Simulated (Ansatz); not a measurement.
Born–Oppenheimer molecular dynamics of C3H3FSi (8 atoms, charge 0, multiplicity 1). It goes on from the last frame of an earlier run, with new velocities.

Method: UKS BHLYP/6-31G (Ansatz).

```
ensemble                      : NVE (Milne-controlled integrator)
time step                     : 0.5 fs
steps asked                   : 150
starting velocities drawn for : 500 K
seed                          : 167846
```

First frame:

```xyz
8
Properties=species:S:1:pos:R:3
F 0.552 -2.136 1.447
C 0.916 -1.026 0.592
C 0.628 0.270 0.797
C 0.010 1.342 0.317
Si -0.524 -0.075 -0.800
H 0.215 2.376 0.311
H 0.147 -0.208 -2.088
H -1.834 -0.727 -0.622
```

(1) How far do the bonds stretch over the last three quarters of this one trajectory? (Pairs bonded in most of those frames.)

Results:

(1) 
```json
{"bond": "F1–C2", "mean (Å)": "1.411", "spread (Å)": "0.029", "shortest": "1.35", "longest": "1.46"}
{"bond": "C2–C3", "mean (Å)": "1.362", "spread (Å)": "0.050", "shortest": "1.30", "longest": "1.46"}
{"bond": "C2–Si5", "mean (Å)": "2.146", "spread (Å)": "0.057", "shortest": "2.05", "longest": "2.25"}
{"bond": "C3–C4", "mean (Å)": "1.322", "spread (Å)": "0.034", "shortest": "1.26", "longest": "1.39"}
{"bond": "C3–Si5", "mean (Å)": "2.044", "spread (Å)": "0.074", "shortest": "1.91", "longest": "2.12"}
{"bond": "C4–Si5", "mean (Å)": "1.928", "spread (Å)": "0.043", "shortest": "1.86", "longest": "1.99"}
{"bond": "C4–H6", "mean (Å)": "1.072", "spread (Å)": "0.021", "shortest": "1.04", "longest": "1.11"}
{"bond": "Si5–H7", "mean (Å)": "1.476", "spread (Å)": "0.012", "shortest": "1.46", "longest": "1.50"}
{"bond": "Si5–H8", "mean (Å)": "1.475", "spread (Å)": "0.003", "shortest": "1.47", "longest": "1.48"}
```

Mean temperature of the second half: 391 K. The conserved energy stayed within 0.016 meV per atom of its start (net change -0.015 meV per atom), so the integration is sound. A run of 0.075 ps of so small a system gives no equilibrium averages. Limits of this set-up: no polarisation functions.

Time of the run: 9.3 min on 1 thread of Arm Neoverse V1, with other jobs on the host, peak memory 0.17 GiB.
